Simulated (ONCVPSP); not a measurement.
## Ti (Z = 22): excitation energies, all-electron against ONCV

ONCVPSP 4.0.1 input, shortened (lines: element, Z, core and valence counts, functional; n l f; lmax; l rc ep ncon nbas qcut; lloc lpopt rc5 dvloc0; l nproj debl; icmod fcfact rcfact), PBE, scalar-relativistic:

```
  Ti 22.00    3    4        4      upf
    1    0    2.00
    2    0    2.00
    2    1    6.00
    3    0    2.00
    3    1    6.00
    3    2    2.00
    4    0    2.00
    2
    0    1.55    0.00    4    9    6.60
    1    1.65    0.00    4    8    7.60
    2    1.35    0.00    5   10    9.50
    4    5    0.95    0.00
    0    2    1.90
    1    3    2.60
    2    1    1.80
    3    4.75    1.75
```

Energies are relative to the spin-unpolarised reference configuration 3s2 3p6 3d2 4s2; without spin polarisation the order of configurations can differ from experiment.

Question: Give the all-electron excitation energy and the error of the potential for: 3s2 3p6 3d2 4s1; 3s2 3p6 3d2 4s0; 3s2 3p6 3d1 4s0; 3s1 3p6 3d2 4s2.

Answer:

```tsv
valence configuration	charge	ΔE all-electron (eV)	error AE − PS (meV)
3s2 3p6 3d2 4s1	+1	7.347	-0.5
3s2 3p6 3d2 4s0	+2	20.919	-2.2
3s2 3p6 3d1 4s0	+3	47.867	+6.7
3s1 3p6 3d2 4s2	+1	69.654	-173
```
